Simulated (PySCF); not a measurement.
CH₅S, SMILES C[SH2+], charge +1. Geometry: B3LYP-D3(BJ)/def2-TZVP. The isomer is the one that the SMILES or the coordinates give; other isomers of the formula were not compared.

Computed equilibrium geometry at B3LYP-D3(BJ)/def2-TZVP (PySCF confirms it by a frequency run) as bond lengths and angles, and its point group:
point group Cs.
Atoms: C1 S2 H3 H4 H5 H6 H7. Bond lengths (Å): C1–S2 1.826, C1–H3 1.088, C1–H4 1.088, C1–H5 1.085, S2–H6 1.353, S2–H7 1.353. Angles (°): S2–C1–H3 105.9, S2–C1–H4 105.9, S2–C1–H5 110.6, H3–C1–H4 110.1, H3–C1–H5 112.0, H4–C1–H5 112.0, C1–S2–H6 100.1, C1–S2–H7 100.1, H6–S2–H7 94.0.
Charge +1, spin multiplicity 1.
